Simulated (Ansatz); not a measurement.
C₂H₄O₂, charge +1, doublet, geometry from GFN2-xTB (a state made from the parent by changing its charge; the spin is typed, not shown lowest); B3LYP-D4/6-31G run with Ansatz (an electronic-structure program).

Input for Ansatz:
Ansatz 0.2 input:
```yaml
crystal:
  periodic: [false, false, false]
  atoms:
    - {symbol: C, position_ang: [-1.42721550, -0.34477446, -0.06284575]}
    - {symbol: O, position_ang: [-0.10832509, -0.80332889, 0.05979256]}
    - {symbol: C, position_ang: [0.88366296, 0.03530489, -0.04001311]}
    - {symbol: O, position_ang: [0.96130834, 1.20784457, 0.09580546]}
    - {symbol: H, position_ang: [-1.80525534, -0.41698392, -1.09967017]}
    - {symbol: H, position_ang: [-2.03450360, -1.08161068, 0.49162085]}
    - {symbol: H, position_ang: [-1.53507051, 0.69186288, 0.28101196]}
    - {symbol: H, position_ang: [1.81227857, -0.57257630, -0.30059372]}
basis:
  gaussian:
    orbitals: 6-31G
hamiltonian:
  xc: b3lyp
  dispersion: d4
total_charge: 1
magnetization: {spin_polarized: true, initial_magnetization: 1}
```

What the program printed (banner, timings and long lists left out):

```
Functional definition: B3LYP
532 factors; integrals over basis functions are off by at most 2.6e-4 eV
mean field evaluation 1: about -6210.8725 eV, gradient 4.7e1 eV
mean field evaluation 2: about -6198.5927 eV, gradient 7.3e1 eV
mean field evaluation 4: about -6218.9904 eV, gradient 1.1e1 eV
mean field evaluation 8: about -6219.4860 eV, gradient 6.7e-1 eV
mean field evaluation 16: about -6219.6560 eV, gradient 1.7e-2 eV
mean field evaluation 32: about -6219.4438 eV, gradient 9.1e-1 eV
mean field -6219.65598549 eV, -228.5681416324 hartree, gradient 2.5e-5 eV, S^2 0.758452; 2 other end points of the search recorded, 0 dependent functions left out
reference -6219.65614407 eV, -228.5681474600 hartree; 16, 15 occupied and 28, 29 virtual orbitals, 532 factors
Total energy: -6219.78987742 eV, -228.5730620702 hartree
```
